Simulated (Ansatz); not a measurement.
Isomers of Li$_{7}$Sn (doublet), relaxed with PBE0-D4/def2-TZVP; total energies from Ansatz at PBE0-D4/def2-TZVP.

```
isomer                                                                   description  energy (Eh)
     A  point group not assigned; 6 × Li–Sn 2.66 to 2.72 Å; 6 × Li–Li 2.83 to 3.01 Å   -266.89135
     B  point group not assigned; 5 × Li–Sn 2.57 to 2.78 Å; 3 × Li–Li 2.82 to 2.97 Å   -266.87632
     C  point group not assigned; 6 × Li–Sn 2.59 to 2.71 Å; 4 × Li–Li 2.78 to 3.03 Å   -266.88567
```

In the def2 sets Sn takes a core potential; there is no spin–orbit coupling.

The isomers come from a short search, and lower ones may exist.

**Question.** Work out the relative energies (1 Eh = 2625.5 kJ/mol) and the Boltzmann populations at 500 K from electronic energies alone (R = 8.314 J/mol/K).

**Answer.** ΔE: A 0.0, B 39.5, C 14.9 kJ/mol. RT = 4.16 kJ/mol. Factors exp(−ΔE/RT): A 1, B 7.52e-05, C 0.0278; sum 1.028. Populations: A 97.3 %, B 0.0 %, C 2.7 %. Zero-point energy, vibrational entropy and symmetry numbers are left out and can shift these; an error of 4 kJ/mol changes a ratio by a factor of 2.6. Over the other density-functional and correlated levels in def2 sets, the gap between A and C ranges from 10 to 19 kJ/mol.
